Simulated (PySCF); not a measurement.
Start geometry of `OC/C=C\O[SiH3]` from a GFN2-xTB structure with every atom displaced at random (by about 0.01 Å) (Å):
```
atom  x, y, z in Å
O1    -2.9024    0.3447    0.5720
C2    -1.9101    0.2333   -0.4064
C3    -1.0418   -0.9516   -0.1580
C4     0.3284   -0.8770   -0.0044
O5     0.9762    0.2708   -0.1061
Si6    2.5566    0.6413    0.0431
H7    -2.5000    0.4573    1.4339
H8    -2.4194    0.1199   -1.3586
H9    -1.2954    1.1539   -0.4359
H10   -1.5184   -1.9053   -0.0418
H11    0.8767   -1.7697    0.2063
H12    3.0602    0.2532    1.3770
H13    2.4556    2.0831   -0.1668
H14    3.3266   -0.0690   -0.9620
```

What comes out of this run: PySCF 2.14.0, PBE0-D3(BJ)/def2-SVP geometry optimisation, gas phase?

```
atom  x, y, z in Å
O1    -2.9954    0.2474    0.6352
C2    -1.9859    0.1981   -0.3450
C3    -1.0230   -0.9212   -0.1114
C4     0.3049   -0.7895   -0.0282
O5     0.9374    0.3972   -0.1870
Si6    2.5860    0.6595   -0.0192
H7    -2.5576    0.3317    1.4888
H8    -2.5082    0.0494   -1.3051
H9    -1.4316    1.1515   -0.4261
H10   -1.4422   -1.9217    0.0294
H11    0.9462   -1.6602    0.1676
H12    3.0325    0.2726    1.3532
H13    2.7862    2.1125   -0.2500
H14    3.3430   -0.1489   -1.0212
```

The energy falls by 0.249 eV over 8 energy and gradient evaluations, the largest force component goes from 0.0719 to 2.0e-04 Eh/bohr, and the atoms move by 0.134 Å rms after alignment. The bond that changes most is O5–Si6 (silyl ether oxygen to oxygen-bound silicon), which lengthens by 0.048 Å. Bonds longer at the end by more than 0.005 Å: 10 of 13; shorter: 1. Among the angles that change most is O5–Si6–H13, from 98.3° to 105.7°. Rotational constants go from 8774, 1119, 1048 to 9420, 1070, 1014 MHz. The orientation of the end geometry is arbitrary; only internal coordinates are fixed.

The run used 128 basis functions and 55 SCF cycles in all.

Stationary, but not proved a minimum. One conformer, not necessarily the lowest.
